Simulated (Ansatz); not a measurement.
The first iterations of a band of AlFH5NSi (9 atoms, charge 0, multiplicity 1).

Computed with Ansatz, RKS BHLYP-D4/def2-SVP.

```
movable images  : 2
climbing image  : no
spring          : 5.0 eV/Å²
optimiser       : quadratic models (default)
start path      : through a guess of the saddle point
force threshold : 0.05 eV/Å
iteration limit : 60
end points      : relaxed
```

Image 0:

```xyz
9
Properties=species:S:1:pos:R:3
N -0.766 1.481 0.025
Si 0.081 0.170 0.782
Al 0.469 -1.527 -0.935
F 0.762 -3.090 -0.455
H -0.418 1.871 -0.836
H -1.172 2.207 0.594
H 1.364 0.540 1.457
H -0.791 -0.358 1.862
H 0.471 -1.295 -2.493
```

Image 3:

```xyz
9
Properties=species:S:1:pos:R:3
N -0.738 1.448 0.044
Si 0.064 0.139 0.841
Al 0.469 -1.561 -0.869
F 0.484 -0.989 -2.431
H -0.453 1.714 -0.884
H -1.072 2.245 0.561
H 1.342 0.488 1.536
H -0.822 -0.379 1.917
H 0.726 -3.104 -0.715
```

| iteration | highest image above the first end (eV) | largest band force component (eV/Å) |
| --- | --- | --- |
| 1 | 7.230 | 27.457 |
| 2 | 1.830 | 10.299 |

Question: Does the band converge within its limit, and where does its top end?

Answer: The forces met the threshold. It ended after 8 iterations with the highest image 0.037 eV above the first end. No image climbed, so the highest image needn't sit at the top of the path. So few images can step over the top or miss a turn of the path.

Run time: 79 s on 1 thread of Arm Neoverse V1 (shared host), peak memory 0.17 GiB.
